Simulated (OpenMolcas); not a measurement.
## C II: CASPT2 settings compared

```json
{
 "Program": "OpenMolcas 26.06",
 "Basis": "ANO-R2 [4s4p2d1f]",
 "Scalar Hamiltonian": "X2C, finite nucleus",
 "Active space": "3 electrons in 4 orbitals (2s 2p)",
 "State averaging": "2S+1 = 2 odd, 3 roots; 2S+1 = 2 even, 5 roots; 2S+1 = 4 even, 3 roots kept (CI in the orbitals of an earlier block)",
 "Spin-orbit coupling": "state interaction with AMFI integrals over the reference wave functions, term energies averaged over their components"
}
```

Methods on the same reference wave functions:
A. CASSCF
B. SS-CASPT2, IPEA 0.15 Eh, imaginary shift 0.2 Eh (closed shells correlated: 1s)
C. SS-CASPT2, IPEA 0.75 Eh, sigma2 regulariser 0.5 Eh (closed shells correlated: 1s)
D. XMS-CASPT2, IPEA 0.4 Eh, sigma2 regulariser 0.05 Eh (closed shells correlated: none)

Energies in cm-1 above 2s2 2p 2P* 1/2, the measured ground level; measured values from NIST Handbook of Basic Atomic Spectroscopic Data.

```
         Level      A      B      C      D  Measured
2s2 2p 2P* 1/2    0.0    0.0    0.0    0.0       0.0
2s2 2p 2P* 3/2   58.7   58.7   58.7   58.7      63.4
 2s 2p2 4P 1/2  38762  41560  41140  41680     43003
 2s 2p2 4P 3/2  38782  41580  41160  41700     43025
 2s 2p2 4P 5/2  38815  41610  41190  41730     43054
 2s 2p2 2D 3/2  81289  75020  76440  74830     74933
 2s 2p2 2D 5/2  81289  75020  76440  74830     74930
```

Deviations, from unrounded energies. A percentage is the sum of absolute deviations over the sum of measured energies, with the sign that they share, or ± where signs differ.

```json
{"Against measurement": "mean absolute deviation (cm-1)", "Levels": "6", "A": "4200", "B": "750", "C": "1400", "D": "700"}
{"Against measurement": "fine structure of the ground term (%)", "Levels": "1", "A": "-7.5", "B": "-7.5", "C": "-7.5", "D": "-7.5"}
{"Against measurement": "other configurations (%)", "Levels": "5", "A": "±9.1", "B": "±1.6", "C": "±3.1", "D": "-1.5"}
```

D lies closest to measurement on these levels and A furthest from it. The largest miss of D in the table is 2s 2p2 4P 3/2, by -1300 cm-1. The ranking rests on the paired levels alone, and a cruder setting can come out closer through cancelling errors.

Among B to D the level of the table that moves most is 2s 2p2 2D 3/2, by 1600 cm-1 (lowest in D, highest in C). Moves below CASPT2's spread within the term are not significant.

The two smallest mean deviations differ by little beside CASPT2's spread within terms, so their order carries little weight.

The lowest spin-free term lies below A's lowest term by 0.043 hartree in B, 0.038 hartree in C, 0.035 hartree in D.

CASPT2 breaks the degeneracy within a term, and the mean is taken; among the terms shown or strongly mixed into the levels shown the widest spread is 260 cm-1 (2s 2p2 2D, D). Terms from blocks run as CI alone lack orbitals of their own. Without dynamic correlation excited terms often stand tens of per cent too high (terms of higher spin than the ground term too low), and those without a measured partner can miss by more than the paired ones (holds for A). Measured partners are found by configuration, term and J. A level has none where our copy of the source lacks it or the pairing is in doubt (some pairs that miss far off the trend of their configuration count as doubtful), and it then counts in no deviation. Only configurations of the active space appear.

* marks odd parity.
